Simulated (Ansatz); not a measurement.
lithium hydride (HLi), singlet, geometry from GFN2-xTB (such geometries of metal compounds can be far from the true shape); WB97M-V/6-311G** run with Ansatz (a program for electronic structure).

Here is a job for Ansatz.
Ansatz 0.2 input:
```yaml
crystal:
  periodic: [false, false, false]
  atoms:
    - {symbol: Li, position_ang: [-0.00000000, -0.00000000, -0.34356182]}
    - {symbol: H, position_ang: [0.00000000, 0.00000000, 1.03068545]}
basis:
  gaussian:
    orbitals: 6-311G__.json
hamiltonian:
  xc: {name: wB97M-V}
```
The basis file holds 6-311G** in the JSON format of the Basis Set Exchange.

Task: What does Ansatz print? Leave out banner, timings and long lists.

Result: 
```
Functional definition: wB97M-V
200 factors; their error is unknown
94 factors; integrals over basis functions are off by at most 4.2e-5 eV
mean field evaluation 1: about -218.7560 eV, gradient 1.0e1 eV
mean field evaluation 2: about -219.1569 eV, gradient 1.8e0 eV
mean field evaluation 4: about -219.1676 eV, gradient 2.1e-1 eV
mean field evaluation 8: about -219.1585 eV, gradient 1.7e-2 eV
mean field -219.15849395 eV, -8.0539261018 hartree, gradient 2.0e-5 eV, S^2 0.000000; 0 other end points of the search recorded, 0 dependent functions left out
reference -219.15854528 eV, -8.0539279879 hartree; 2, 2 occupied and 22, 22 virtual orbitals, 200 factors
Total energy: -219.15854528 eV, -8.0539279879 hartree
```
